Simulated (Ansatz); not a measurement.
`[OH][Al]([F])[Cl]` + NH₃ → `[NH2][Al]([OH])[F]` + HCl at 700 K and 1 bar (ligand exchange at the Al–Cl bond).

Gas-phase electronic energies from Ansatz, PBE0-D4/def2-TZVP geometries. CCSD(T)/CBS adds triple-zeta CCSD(T) − MP2 to the extrapolated MP2 energy (def2 sets, frozen cores). This one scheme is used for every species. One conformer a species, not always the lowest.

| species | CCSD(T)/CBS energy (Eh) | H − E (kJ/mol) | S (J/(mol·K)) |
| --- | --- | --- | --- |
| `[OH][Al]([F])[Cl]` | -877.57483 | 98.6 | 384.5 |
| NH₃ | -56.50880 | 116.9 | 226.5 |
| `[NH2][Al]([OH])[F]` | -473.67557 | 172.1 | 405.3 |
| HCl | -460.38127 | 38.4 | 211.8 |

H − E and S are ideal-gas, rigid-rotor, harmonic terms from PBE0-D4/def2-TZVP, for one conformer and one mirror image of each species. 1 Eh = 2625.50 kJ/mol, R = 8.31446 J/(mol·K).

**Question.** By hand: ΔE, ΔH, ΔS and ΔG.

**Answer.** ΔE = (-473.67557) + (-460.38127) − (-877.57483) − (-56.50880) = 0.02679 Eh = 70.3 kJ/mol. Δ(H − E) = 172.1 + 38.4 − 98.6 − 116.9 = -5.0, so ΔH = 65.3 kJ/mol. ΔS = 405.3 + 211.8 − 384.5 − 226.5 = 6.1 J/(mol·K). ΔG = 65.3 − 700 × (6.1)/1000 = 61.0 kJ/mol.

**Question.** By hand: the equilibrium constant, and the temperature at which ΔG would vanish if ΔH and ΔS stayed fixed.

**Answer.** log₁₀ K = −ΔG/(RT ln 10) = -4.6. ΔG = 0 at ΔH/ΔS = 10705 K, far beyond where these terms or the molecules hold.

The number of gas molecules stays the same, so ΔS is small and ΔH decides. A doubt of 5 kJ/mol in ΔE shifts log₁₀ K by 0.4 here. Other conformers and mirror images would add mixing entropy, several J/(mol·K) or more a flexible species. These are equilibria of isolated gas molecules and say nothing of rates. Largest T1 diagnostic: 0.012 (customary marks: 0.02 for closed shells, 0.045 for open ones).
